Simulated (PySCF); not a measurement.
C₄H₁₃NSi. Atoms are numbered in the order given.

```xyz
19

C     -2.8338    -0.2452     0.7191
C     -1.3604    -0.5958     0.5507
N     -0.7935     0.1026    -0.5938
C      0.6531    -0.0049    -0.8011
C      1.2224    -1.4338    -0.8408
Si     1.5708     1.1533     0.4115
H     -3.2658    -0.7530     1.5956
H     -2.9605     0.8415     0.8393
H     -3.4170    -0.5553    -0.1649
H     -0.8050    -0.2881     1.4527
H     -1.2517    -1.7011     0.4931
H     -1.2880    -0.1793    -1.4406
H      0.8529     0.4627    -1.7830
H      2.2855    -1.4296    -1.1299
H      1.1480    -1.9368     0.1367
H      0.6760    -2.0521    -1.5746
H      1.3561     0.7587     1.8357
H      3.0404     1.0888     0.1426
H      1.1054     2.5566     0.2252
```

Coordinates come from a B3LYP-D3(BJ)/def2-SVP optimisation. The structure was generated by enumeration; whether it is a known compound was not checked. Other conformers were not sampled.

Calculation: B3LYP-D3(BJ)/def2-SVP (PySCF 2.14.0).

Frequencies are harmonic and unscaled.

**Question.** List the normal modes with their intensities. (An estimate is asked for; the answer gives what the named calculation found.)

**Answer.** 
```csv
mode,ν (cm⁻¹),IR (km/mol),moving atoms (share of kinetic energy)
1,46,1.1,"H 69 %, C 27 %"
2,83,0.6,"H 42 %, C 31 %, N 14 %, Si 13 %"
3,144,0.3,"H 66 %, C 22 %, Si 9 %"
4,200,0.8,"C 44 %, H 30 %, N 19 %"
5,218,1.2,"H 40 %, C 36 %, N 15 %, Si 10 %"
6,241,0.3,H 93 %
7,268,0.3,"H 83 %, C 12 %"
8,316,9.0,"H 43 %, N 22 %, Si 20 %, C 15 %"
9,360,1.6,"C 58 %, H 35 %"
10,480,7.1,"H 52 %, C 32 %"
11,596,3.7,"C 36 %, H 32 %, Si 19 %, N 14 %"
12,640,25.8,"H 79 %, Si 13 %"
13,686,62.1,"H 69 %, C 14 %, N 10 %"
14,747,74.1,"H 58 %, C 25 %, N 15 %"
15,819,0.9,"H 87 %, C 10 %"
16,892,4.3,"H 63 %, C 23 %, N 14 %"
17,930,207.1,"H 83 %, C 8 %"
18,938,44.7,"H 59 %, C 30 %"
19,951,39.4,H 96 %
20,960,47.7,H 95 %
21,995,7.3,"H 74 %, C 21 %"
22,1052,1.7,"C 64 %, H 30 %"
23,1094,0.7,"H 50 %, C 48 %"
24,1117,3.4,"C 46 %, H 46 %"
25,1142,12.3,"H 64 %, C 29 %"
26,1204,58.2,"C 45 %, N 33 %, H 22 %"
27,1251,1.8,"H 63 %, C 33 %"
28,1293,4.1,"H 85 %, C 13 %"
29,1350,1.1,"H 77 %, C 17 %"
30,1373,4.6,"H 78 %, C 21 %"
31,1387,2.4,"H 80 %, C 20 %"
32,1408,16.6,"H 71 %, C 28 %"
33,1457,3.3,H 94 %
34,1463,9.5,H 96 %
35,1473,2.5,H 95 %
36,1473,3.8,H 96 %
37,1492,4.7,"H 84 %, C 9 %"
38,1509,7.3,"H 90 %, C 8 %"
39,2204,132.8,H 97 %
40,2213,89.2,H 97 %
41,2233,107.0,H 97 %
42,2935,72.7,H 93 %
43,3014,32.1,H 96 %
44,3017,15.9,H 93 %
45,3025,23.6,H 97 %
46,3057,14.0,"H 92 %, C 8 %"
47,3091,22.2,"H 91 %, C 9 %"
48,3103,33.7,"H 91 %, C 9 %"
49,3110,23.7,"H 91 %, C 9 %"
50,3125,22.9,"H 90 %, C 10 %"
51,3494,0.7,H 93 %
```
